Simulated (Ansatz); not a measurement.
## CH2GeN (SMILES N#[C][GeH2]): the energy to break a bond

CH2GeN: 5 atoms, total charge 0, spin state doublet. SMILES: `N#[C][GeH2]`. Geometry: optimised at wB97X-V/def2-SVP.

```jsonl
{"atom": "N", "x (Å)": "1.5942", "y (Å)": "-1.0322", "z (Å)": "1.3038"}
{"atom": "C", "x (Å)": "0.8451", "y (Å)": "-0.5393", "z (Å)": "0.5671"}
{"atom": "Ge", "x (Å)": "-0.3174", "y (Å)": "0.2432", "z (Å)": "-0.7497"}
{"atom": "H", "x (Å)": "-1.6617", "y (Å)": "-0.4928", "z (Å)": "-0.6945"}
{"atom": "H", "x (Å)": "-0.4101", "y (Å)": "1.7478", "z (Å)": "-0.4680"}
```

Wanted: the dissociation energy of the C2–N1 bond into singlet CH2Ge and quartet N (shapes relaxed at wB97X-V/def2-SVP, no zero-point term). 1 Eh = 2625.50 kJ/mol = 27.2114 eV. Totals in Eh; open shells run unrestricted unless said.

| level | program | CH2GeN | singlet CH2Ge | quartet N |
| --- | --- | --- | --- | --- |
| UHF/def2-TZVPP | Ansatz | -2168.844519 | -2114.192425 | -54.402746 |
| UB3LYP/def2-TZVPP | Ansatz | -2171.084278 | -2116.148263 | -54.603975 |
| UCCSD(T)/def2-TZVPP, 11 core orbitals frozen | Ansatz | -2169.451016 | -2114.617622 | -54.515941 |

Work out the dissociation energy at each level.


1. UHF/def2-TZVPP: (-2114.192425) + (-54.402746) − (-2168.844519) = 0.249348 Eh = 654.7 kJ/mol = 6.79 eV.
2. UB3LYP/def2-TZVPP: (-2116.148263) + (-54.603975) − (-2171.084278) = 0.332040 Eh = 871.8 kJ/mol = 9.04 eV.
3. UCCSD(T)/def2-TZVPP: (-2114.617622) + (-54.515941) − (-2169.451016) = 0.317453 Eh = 833.5 kJ/mol = 8.64 eV.

The levels span 655 to 872 kJ/mol; no measured value is set beside them. Hartree–Fock lacks the correlation of the bonding electrons, so it comes out low. A fragment with an even electron count was run as a singlet and may have a lower triplet. A bond enthalpy at 298 K also holds the loss of zero-point energy and thermal terms.
